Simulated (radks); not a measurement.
Co I, configuration [Ar] 3d6.75 4s2 4d0.25 (fractional occupations, a model configuration).

Calculated with a radial shooting solver on a logarithmic mesh with Libxc functionals: scalar-relativistic Kohn-Sham, LDA (Slater exchange, Perdew-Zunger correlation), spin-unpolarised, spherical densities, point nucleus.

Energy parts (hartree):
part                       energy
total                 -1390.68386
kinetic                1408.02558
electron-nucleus      -3331.04439
Hartree                 589.11821
exchange-correlation    -56.78327

Orbitals (lengths in bohr, moments of r in powers of bohr):
\begin{tabular}{lrrr}
orbital & occ. & eigenvalue (hartree) & <r^4> \\ \hline
1s & 2 & -278.5596 & 0.00004665 \\
2s & 2 & -33.09216 & 0.01043 \\
2p & 6 & -28.40097 & 0.007881 \\
3s & 2 & -3.86147 & 0.7821 \\
3p & 6 & -2.52394 & 1.091 \\
3d & 6.75 & -0.42001 & 6.063 \\
4s & 2 & -0.27314 & 129.8 \\
4p & 0 & -0.09879 & 563.3 \\
5s & 0 & -0.02476 & 64100 \\
4d & 0.25 & -0.01024 & 461800 \\
\end{tabular}

The highest occupied level is 4d at -0.279 eV. The configuration is held as typed, so some empty levels lie below it. The density falls to 0.001 e/bohr^3 at r = 4.26 bohr.
